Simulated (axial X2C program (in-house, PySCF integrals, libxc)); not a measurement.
**Worked dissociation energy of KMg: BLYP, spin-free**

Calculated with an in-house relativistic program for diatomic molecules. Spin-free means the one-electron spin-free X2C Hamiltonian. Basis: K dyall-cv3z [11s12p6d3f], Mg dyall-cv3z [9s8p6d3f] (cores contracted in-house); Gaussian nuclei, density fitting, unrestricted open shells. Masses: K 38.964 u, Mg 23.985 u.

Molecular state: M_S = 1/2, Λ = 0 (beyond evenly filled blocks: σα).

| Quantity | Value |
| --- | --- |
| E(K) (2M_S = 1, M_L = 0) | -602.249009 hartree |
| E(Mg) (2M_S = 0, M_L = 0) | -200.404331 hartree |
| E(KMg) at Re | -802.656339 hartree |
| ωe | 65.8 cm⁻¹ |
| ωexe | 1.4 cm⁻¹ |

Problem. Work out De and D0.

Solution. De = -602.249009 + (-200.404331) − (-802.656339) = 0.00300 hartree = 0.082 eV. The zero-point energy is ωe/2 − ωexe/4 = 33 cm⁻¹ = 0.004 eV, so D0 = 0.078 eV.

The state is one determinant whose occupation by symmetry is held fixed; it was picked as the lowest of a PBE0 search that is not exhaustive. Dissociation energies refer to the lowest single-determinant-based atoms at the same level and basis.

The levels of this run spread widely (ωe from 55 to 80 cm⁻¹), so these constants depend on the method. The bond is weak, and without diffuse functions and with truncated virtuals even CCSD(T) can be tens of per cent off in De.

Each atomic determinant is the lowest at this level and need not be a pure term. Totals compare only within one Hamiltonian and basis.
